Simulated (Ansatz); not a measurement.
Ansatz (an electronic-structure program) input (HF/3-21G): The .json file is the Basis Set Exchange's 3-21G.

Ansatz 0.2 input:
```yaml
crystal:
  periodic: [false, false, false]
  atoms:
    - {symbol: Li, position_ang: [0.00000000, 0.00000000, 1.23231623]}
    - {symbol: O, position_ang: [-0.00000000, -0.00000000, -0.30468852]}
    - {symbol: H, position_ang: [-0.00000000, -0.00000000, -1.25944050]}
basis:
  gaussian:
    orbitals: 3-21G.json
hamiltonian:
  xc: {name: HF}
phonons: {temperatures: {t_min: 298.15, t_max: 298.15, t_step: 100}}
```

Question: Which harmonic wavenumbers does it give?

Answer: 467, 467, 1166, 4011 cm⁻¹ (unscaled; negative means imaginary).
